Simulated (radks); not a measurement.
Fractional charge and spin in the 6s shell of lead: the spin-up occupation runs from 0 to 1 and the spin-down occupation from 0 to 1; the fullest corner is Pb2+, [Xe] 4f14 5d10 6s(up 1, down 1). Method: scalar-relativistic Kohn-Sham, PBE, spin-polarised, spherical densities, finite nucleus; Fermi nuclear charge, rms radius of each element as measured or else 0.836 A^(1/3) + 0.57 fm; computed with a radial shooting solver on a logarithmic mesh with Libxc functionals. Energy (eV) minus the two flat planes that join the four corners (they meet along the diagonal where the two added fractions sum to one electron); zero is where a piecewise linear energy would lie.

down \ up       0     0.5       1
0           0.000  -1.257   0.000
0.5        -1.257   0.248  -1.190
1           0.000  -1.190   0.000

Corners above the fullest one (they belong to Pb3+ and the next ion): (up 1, down 0) 32.147 eV, (up 0, down 1) 32.147 eV, (up 0, down 0) 75.079 eV. With half an added electron in each spin the energy lies 0.248 eV from the planes (fractional-spin error, the static-correlation error of a stretched bond), and with half an added electron in spin up alone -1.257 eV (fractional-charge error). For a frontier s shell over closed shells the exact functional lies on the planes.
